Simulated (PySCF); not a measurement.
C2H6F2OSi, SMILES C(OC)[SiH](F)F.

Geometry optimised at B3LYP-D3(BJ)/def2-SVP. This is a generated structure with no PubChem entry under its InChIKey; it may be hypothetical. Other conformers were not sampled.

Two levels are set side by side: PBE/def2-TZVP (PySCF) and PBE0/def2-TZVP (PySCF). Same geometry, gas phase. Differences are taken from unrounded values.

```json
[
 {"quantity": "orbital gap (eV)", "PBE0": "8.46", "PBE": "5.88", "PBE minus PBE0": "-2.58"},
 {"quantity": "highest occupied level (eV)", "PBE0": "-7.99", "PBE": "-6.37", "PBE minus PBE0": "1.62"},
 {"quantity": "lowest empty level (eV)", "PBE0": "0.48", "PBE": "-0.49", "PBE minus PBE0": "-0.96"},
 {"quantity": "dipole moment (D)", "PBE0": "2.71", "PBE": "2.56", "PBE minus PBE0": "-0.15"},
 {"quantity": "mean polarisability (bohr³)", "PBE0": "52.1", "PBE": "54.8", "PBE minus PBE0": "2.7"}
]
```

PBE's occupied levels lie high since its potential decays too fast outside the molecule; exact exchange lowers them and widens the gap. Loosely held outer electrons make PBE densities more polarisable. Differences between two approximate levels are no errors against the true value.

Rough cost on one machine, each run with all the roots and properties that it gave: PBE0 against PBE within a factor of 2.
